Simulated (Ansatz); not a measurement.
CH5FSeSi, SMILES `C[Se][SiH2]F`: the same geometry under several functionals.

```yaml
crystal:
  periodic: [false, false, false]
  atoms:
    - {symbol: C, position_ang: [0.332217, 1.536272, 0.082475]}
    - {symbol: Se, position_ang: [1.070773, -0.021794, 1.018625]}
    - {symbol: Si, position_ang: [-0.275186, -1.477501, -0.062014]}
    - {symbol: F, position_ang: [0.046276, -2.940477, 0.491004]}
    - {symbol: H, position_ang: [0.509986, 1.458926, -0.988528]}
    - {symbol: H, position_ang: [-0.730996, 1.639261, 0.291516]}
    - {symbol: H, position_ang: [0.862915, 2.401286, 0.475041]}
    - {symbol: H, position_ang: [-1.705436, -1.178748, 0.199067]}
    - {symbol: H, position_ang: [-0.022147, -1.463625, -1.524388]}
basis:
  gaussian: {orbitals: def2-TZVPP}
hamiltonian: {xc: {name: BHLYP}, dispersion: d4}
output: {orbitals: {seedname: orbitals}}
```

```sh
$ ansatz run in.yaml --threads 4 --pin off --events-out ev --progress --plain --max-ram 10444MiB
```

Output, abridged:

```
Functional definition: BHLYP
1466 factors; their error is unknown
mean field evaluation 1: about -77060.6208 eV, gradient 4.3e1 eV
mean field evaluation 2: about -77060.4045 eV, gradient 4.5e1 eV
mean field evaluation 4: about -77064.0001 eV, gradient 1.5e0 eV
mean field evaluation 8: about -77064.9225 eV, gradient 2.2e-1 eV
mean field evaluation 16: about -77064.9226 eV, gradient 2.2e-5 eV
mean field -77064.92261500 eV, -2832.0836696204 hartree, gradient 2.2e-5 eV, S^2 0.000000; 0 other end points of the search recorded, 0 dependent functions left out
reference -77064.92278683 eV, -2832.0836759352 hartree; 34, 34 occupied and 188, 188 virtual orbitals, 1466 factors
Total energy: -77065.18526449 eV, -2832.0933218114 hartree
```

Hardware: 4 threads of an Arm Neoverse V1 on a shared host. Wall time 2.8 s, peak host memory 0.59 GiB.

The same input with `hamiltonian: {xc: {name: B3LYP}, dispersion: d4}` and forces (abridged; 4.1 s):

```
Functional definition: B3LYP
mean field evaluation 16: about -77068.5966 eV, gradient 8.9e-5 eV
mean field -77068.59658084 eV, -2832.2186853750 hartree, gradient 1.8e-5 eV, S^2 0.000000
Total energy: -77068.91728557 eV, -2832.2304710565 hartree
Atom 0 force    -0.106478     0.308361    -0.146498 eV/Å
Atom 1 force     0.222902    -0.138688     0.234244 eV/Å
Atom 2 force    -0.208081     0.055954    -0.213027 eV/Å
Atom 3 force     0.037487    -0.192618     0.067984 eV/Å
Atom 4 force    -0.023618     0.022981     0.066438 eV/Å
Atom 5 force     0.068354     0.009567    -0.028167 eV/Å
Atom 6 force    -0.047147    -0.042114    -0.039951 eV/Å
Atom 7 force     0.082312    -0.020943    -0.025815 eV/Å
Atom 8 force    -0.025731    -0.002500     0.084792 eV/Å
Dipole moment:    -0.167620     0.434514    -0.228968 e Å
```

The same input with `hamiltonian: {xc: {name: PBE-QIDH}}` (abridged; 4.8 s):

```
Functional definition: PBE-QIDH
mean field evaluation 16: about -77032.2204 eV, gradient 9.1e-5 eV
mean field -77032.22041516 eV, -2830.8818859429 hartree, gradient 1.8e-6 eV, S^2 0.000000
16 core orbitals not correlated: weight in the atoms' cores, before any rotation towards them, 1.000 or more for the frozen orbitals, at most 0.000 for the correlated occupied ones
second order -25.07385953 eV of doubles, -0.00000000 eV of singles
Total energy: -77040.57838020 eV, -2831.1890354926 hartree
```

With the line `hamiltonian: {xc: pbe0, dispersion: d4}` (abridged; 2.7 s):

```
Functional definition: PBE0
mean field evaluation 16: about -77051.8705 eV, gradient 5.2e-5 eV
mean field -77051.87053698 eV, -2831.6040146003 hartree, gradient 5.2e-5 eV, S^2 0.000000
Total energy: -77052.03622996 eV, -2831.6101037050 hartree
```

The same input with `hamiltonian: {xc: {name: BLYP}, dispersion: d4}` (abridged; 1.8 s):

```
Functional definition: BLYP
mean field evaluation 16: about -77066.8085 eV, gradient 2.7e-4 eV
mean field -77066.80846080 eV, -2832.1529731754 hartree, gradient 7.5e-5 eV, S^2 0.000000
Total energy: -77067.23885840 eV, -2832.1687899954 hartree
```

The same input with `hamiltonian: {xc: {name: B2PLYP}}` (abridged; 4.5 s):

```
Functional definition: B2PLYP
mean field evaluation 16: about -77043.5962 eV, gradient 2.9e-5 eV
mean field -77043.59617223 eV, -2831.2999373045 hartree, gradient 6.5e-6 eV, S^2 0.000000
16 core orbitals not correlated: weight in the atoms' cores, before any rotation towards them, 1.000 or more for the frozen orbitals, at most 0.000 for the correlated occupied ones
second order -26.88999460 eV of doubles, -0.00000000 eV of singles
Total energy: -77050.85663142 eV, -2831.5667542583 hartree
```

B3LYP takes the VWN-RPA correlation (the form of Gaussian; ORCA's B3LYP/G).
